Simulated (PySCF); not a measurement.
# Correlation energy of O³⁺ (oxygen, charge +3)

[He] 2s2 2p1, 2P determinant. Computed with PySCF 2.14 in aug-cc-pVQZ-DK (6s5p4d3f2g, 80 functions), with the spin-free X2C one-electron Hamiltonian (Gaussian nucleus). Frozen: 1s2; 3 electrons correlated.

```tsv
level	correlation energy (mhartree)
CCSD	-95.09
(T)	-1.08
CCSD(T)	-96.17
```

Diagnostics: T1 = 0.0056, D1 = 0.0106, largest double amplitude 0.135.

Is a single reference adequate?

Mostly. T1 lies below 0.03, but a double amplitude of this size points to a near-degeneracy that CCSD handles and MP2 describes poorly.
